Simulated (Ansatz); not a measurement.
Reaction (atomization): `[SiH3][N]([GeH3])c1ccccc1` → 6 C• + Ge• + 11 H• + N• + Si•

Isolated molecules relaxed with PBE0-D4/def2-TZVP in Ansatz; ΔE leaves out vibrations. CBS: MP2 limit from def2 TZ/QZ plus the TZ coupled-cluster correction, frozen cores. This one scheme is used for every species, atoms too. For atomizations the MP2-based limit and the directly extrapolated one differ by several kJ/mol either way, and by 10 to 25 for some Ge, Se and Sn compounds, so smaller differences from it don't rank the levels. Functionals use def2-TZVPP. Open shells (•) are unrestricted, without spin–orbit coupling. Spin–orbit coupling would lower the free atoms: a little for C, Si; clearly for Ge. For Ge outer-core shells are correlated without core-valence functions, so the limit isn't a true one: a few kJ/mol of doubt a bond, and 10 to 20 or more in all where bonds break to atoms. Scalar relativity is left out up to krypton. Each species was taken in one conformer, which may not be the lowest.

CCSD(T)/CBS gives +8136.0 kJ/mol.

Problem. Another level gave +7800.6 kJ/mol. Which?
A. CCSD/def2-TZVPP
B. ωB97X-V/def2-TZVPP
C. CCSD(T)/def2-TZVPP
D. r2SCANh/def2-TZVPP

Solution. A. CCSD/def2-TZVPP 7800.6, CCSD(T)/def2-TZVPP 7943.8, r2SCANh 8118.7, ωB97X-V 8171.4 kJ/mol.

Largest T1 diagnostic among the species: 0.012.

From BLYP to BHLYP (50 % exact exchange), in def2-TZVPP and without D4, ΔE moves by −137.2 kJ/mol: exact exchange takes away binding that semilocal exchange gives to molecules. The D4 term adds +104.1 kJ/mol with B3LYP and +55.8 kJ/mol with PBE0; it sums over pairs of atoms, weighted by their polarisabilities, and B3LYP, whose exchange is more repulsive, gets the larger term. In def2-TZVPP, CCSD(T) changes the Hartree–Fock value by +1986.8 kJ/mol (the triples alone add +143.2 kJ/mol) and MP2 by +2145.7 kJ/mol; breaking electron pairs costs correlation energy, which Hartree–Fock lacks.

B3LYP here is the variant with VWN-RPA as its local correlation; programs differ in this.
